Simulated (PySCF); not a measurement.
Excitations are Tamm–Dancoff values on a coarser integration grid. The basis has no diffuse functions, so Rydberg states are missing or too high.

Z-matrix (Å, degrees):
```
C
C 1 1.3313
F 2 1.3515 1 120.25
F 1 1.3515 2 120.25 3 -180.00
H 1 1.0902 2 125.23 3 0.00
H 2 1.0902 1 125.23 5 -180.00
```
Charge 0, multiplicity 1.

### Question
Estimate the S1 excitation (TDA), total energy and HOMO–LUMO gap that PBE-D3(BJ)/def2-TZVP (PySCF) returns for this input.

### Answer

The S1 excitation (TDA) is 6.63 eV. The total energy is -7534.52 eV and the HOMO–LUMO gap comes out as 5.36 eV.
